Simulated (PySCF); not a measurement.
Basis-set dependence of population analyses: hexafluorophosphate

Species: hexafluorophosphate, PF₆ (charge -1).
Cartesian coordinates in Å at the PBE0-D3(BJ)/def2-SVP level; atoms count from 1:
```xyz
7
PF6 angstrom
F      0.5974    0.4114    1.4550
P      0.0058   -0.0026   -0.0071
F      1.4227   -0.7204   -0.3769
F     -1.4108    0.7156    0.3632
F      0.5563    1.4016   -0.6281
F     -0.5441   -1.4067    0.6147
F     -0.5873   -0.4167   -1.4686
```

PBE0 throughout (PySCF), one geometry, spherical d and f functions. Geometry: PBE0-D3(BJ)/def2-SVP; no solvent, vibrations or thermal averaging. The geometry's basis has no diffuse functions. Atoms taken as equivalent share a column and are averaged.

Mulliken charges (e):

| basis | functions | F1 (×6) | P2 |
| --- | --- | --- | --- |
| cc-pVDZ | 102 | -0.350 | +1.100 |
| def2-SVP | 102 | -0.410 | +1.462 |
| aug-cc-pVDZ | 165 | -0.574 | +2.443 |
| cc-pVTZ | 214 | -0.353 | +1.121 |
| def2-TZVP | 223 | -0.343 | +1.057 |
| IGLO-III | 254 | -0.460 | +1.759 |

IAO charges (e):

```csv
basis,functions,F1 (×6),P2
cc-pVDZ,102,-0.539,+2.233
def2-SVP,102,-0.541,+2.249
aug-cc-pVDZ,165,-0.545,+2.268
cc-pVTZ,214,-0.551,+2.306
def2-TZVP,223,-0.554,+2.322
IGLO-III,254,-0.551,+2.305
```

Which scheme is steadiest as the basis changes?

Largest range over the bases for any column: IAO 0.09 e, Mulliken 1.39 e. IAO charges move least and Mulliken charges most, counted in e.

How much do the charges still move between the two largest bases, def2-TZVP and IGLO-III?

At most, over all atoms: Mulliken 0.702 e, IAO 0.017 e.

What do the same runs give for the total energy and the frontier levels?

```json
{"basis": "cc-pVDZ", "energy (Eh)": "-939.9942", "HOMO (eV)": "-4.77", "LUMO (eV)": "8.01"}
{"basis": "def2-SVP", "energy (Eh)": "-939.4093", "HOMO (eV)": "-4.91", "LUMO (eV)": "8.22"}
{"basis": "aug-cc-pVDZ", "energy (Eh)": "-940.0792", "HOMO (eV)": "-5.55", "LUMO (eV)": "4.57"}
{"basis": "cc-pVTZ", "energy (Eh)": "-940.2621", "HOMO (eV)": "-5.21", "LUMO (eV)": "7.66"}
{"basis": "def2-TZVP", "energy (Eh)": "-940.3135", "HOMO (eV)": "-5.39", "LUMO (eV)": "7.30"}
{"basis": "IGLO-III", "energy (Eh)": "-940.3071", "HOMO (eV)": "-5.45", "LUMO (eV)": "6.82"}
```
